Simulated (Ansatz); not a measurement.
[TcNF4]2- (TcNF₄²⁻). The state is a triplet with charge -2. Geometry r2SCAN-D4/def2-SVPD; atoms count from 1.

Cartesian coordinates in Å:
```
Tc 0.263 0.018 0.063
N 1.861 0.126 0.448
F -1.476 -0.092 1.197
F 0.194 -1.998 0.025
F -0.771 -0.060 -1.739
F -0.072 2.006 0.005
```

In the def2 sets Tc takes a core potential; there is no spin–orbit coupling. A multiply charged anion in the gas phase is held together partly by the finite basis. The highest occupied level of the charge -2 triplet lies above zero (up to 3.88 eV). The electron is either unbound and held by the finite basis, or the level is raised by self-interaction error. At PBE0-D4/def2-TZVPD a singlet of charge -2 lies 0.66 eV below the triplet, each at its own geometry.

**Question.** Estimate the Mulliken populations from the PBE0/def2-TZVPD orbitals of Ansatz.

**Answer.** 
```tsv
atom	charge (e)	spin (α − β)	d electrons
Tc1	1.83	2.32	4.74
N2	-0.73	-0.41	–
F3	-0.78	0.01	–
F4	-0.77	0.04	–
F5	-0.78	0.01	–
F6	-0.77	0.04	–
```
Mulliken values depend strongly on the basis. With diffuse functions, as here, like atoms can get unlike values, and bond orders can come out too low or too high.

**Question.** Where does the spin sit?

**Answer.** Summed by element: Tc 2.32, N -0.41, F 0.09, of 2 unpaired in all. Largest on single atoms: Tc1 2.32, N2 -0.41, F4 0.04.

**Question.** And the Mayer bond orders between heavy atoms (over 0.3)?

**Answer.** Tc1–N2 2.34 (1.65 Å); Tc1–F4 0.39 (2.02 Å); Tc1–F6 0.39 (2.02 Å).
